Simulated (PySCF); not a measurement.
C3H5FOSi, SMILES C1=C[Si@H](F)OC1.

Geometry optimised at B3LYP-D3(BJ)/def2-SVP. The structure was generated by enumeration; whether it is a known compound was not checked. The values are those of a single conformer.

The numbers are results of HF/def2-TZVP run with PySCF, not measurements.

Isolated molecule, no solvent.

```
Item                                                                                                           Result
---------------------------------------------------------------------------------------------  ----------------------
total energy                                                                                       -579.97925 hartree
highest occupied level                                                                                      -10.58 eV
lowest empty level                                                                                            2.99 eV
orbital gap                                                                                                  13.57 eV
dipole moment                                                                                                  3.03 D
quadrupole, principal values (traceless, Buckingham form, about the centre of nuclear charge)  -5.82, -0.41, 6.22 D·Å
mean static polarisability                                                                       53.9 bohr³ (7.98 Å³)
polarisability, principal values                                                               42.2, 50.8, 68.5 bohr³
```
